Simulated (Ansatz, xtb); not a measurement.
## Two structures of ClFH2MoO3

Structure a: a singlet given by its coordinates. Structure b: a singlet given by its coordinates. Both are isolated molecules in the gas phase, relaxed with PBE0-D4/def2-SVP.

a (Å):

```xyz
8

Cl   -1.0250    1.7352   -0.0908
F     1.2039   -1.5287   -0.8254
Mo    0.1757   -0.3320    0.1219
O     0.0327   -0.8823    1.6654
O     1.5639    0.8781    0.2639
O    -1.3893   -0.9317   -0.6550
H     1.5482    1.8151    0.0274
H    -2.0631   -0.3983   -1.0971
```

Close contacts (Å): Cl1–Mo3 2.40, F2–Mo3 1.84, Mo3–O4 1.64, Mo3–O5 1.85, Mo3–O6 1.85, Mo3–H7 2.55, Mo3–H8 2.55, O5–H7 0.97, O6–H8 0.97.

b (Å):

```csv
atom,x (Å),y (Å),z (Å)
Cl,-1.7756,1.5793,-0.6716
F,1.0120,1.6985,-0.0799
Mo,-0.1416,0.2730,0.2840
O,-0.2147,0.3834,1.9252
O,1.3556,-0.7178,-0.2978
O,-1.1083,-1.2684,-0.0089
H,2.1678,-0.2013,-0.3994
H,-1.2029,-1.8038,-0.8074
```

Close contacts (Å): Cl1–Mo3 2.30, F2–Mo3 1.87, Mo3–O4 1.65, Mo3–O5 1.89, Mo3–O6 1.84, Mo3–H7 2.45, Mo3–H8 2.58, O5–H7 0.97, O6–H8 0.97.

Energies in hartree; the thermal terms are from GFN2-xTB frequencies at re-optimised GFN2-xTB minima (ideal gas, soft modes damped towards free rotors, one conformer each, 298.15 K, 1 atm) and include the zero-point energy:

|  | a | b |
| --- | --- | --- |
| E, CCSD(T)/def2-SVP | −853.232146 | −853.231275 |
| E, MP2/def2-SVP | −853.230593 | −853.229702 |
| E, MP2/def2-TZVPP | −854.277725 | −854.275923 |
| zero-point energy | 0.030838 | 0.030662 |
| H(298 K) − E | 0.040358 | 0.040283 |
| G(298 K) − E | −0.002573 | −0.002819 |

Correct the CCSD(T) difference for the basis set by the MP2 change, then work out ΔE, ΔE₀, ΔH and ΔG for a → b in kJ/mol (1 Eh = 2625.50 kJ/mol) and the equilibrium ratio [b]/[a].

1. Differences b − a: CCSD(T) +0.000871, MP2 in the small set +0.000891, MP2 in the large set +0.001802 Eh.
2. ΔE = +0.000871 + (+0.001802 − (+0.000891)) = +0.001782 Eh = +4.68 kJ/mol.
3. ΔE₀ = ΔE + ΔZPE = +0.001782 + (−0.000176) Eh = +4.22 kJ/mol.
4. ΔH = ΔE + (−0.000075) Eh = +4.48 kJ/mol.
5. ΔG = ΔE + (−0.000246) Eh = +4.03 kJ/mol, so ΔS = (ΔH − ΔG)/T = +1.5 J/(mol K).
6. kT = 0.9442 mEh, so K = [b]/[a] = exp(−ΔG/kT) = exp(−1.63) ≈ 0.2.

The two are too close for this level to say which is favoured. An error of 4 kJ/mol in ΔG would change K by a factor of 5. Large T1 diagnostics make the coupled-cluster value less sure. Mirror images and further conformers aren't counted.

Other levels gave ΔE = +5.3 (PBE0-D4/def2-SVP); +3.0 (HF/def2-SVP); +2.3 (MP2/def2-SVP); +2.3 (CCSD(T)/def2-SVP) kJ/mol. The correlated steps freeze 9 core orbitals. Atoms past krypton carry core potentials in the def2 sets, without spin–orbit terms. Programs: Ansatz 0.2.0, xtb 6.7.1.
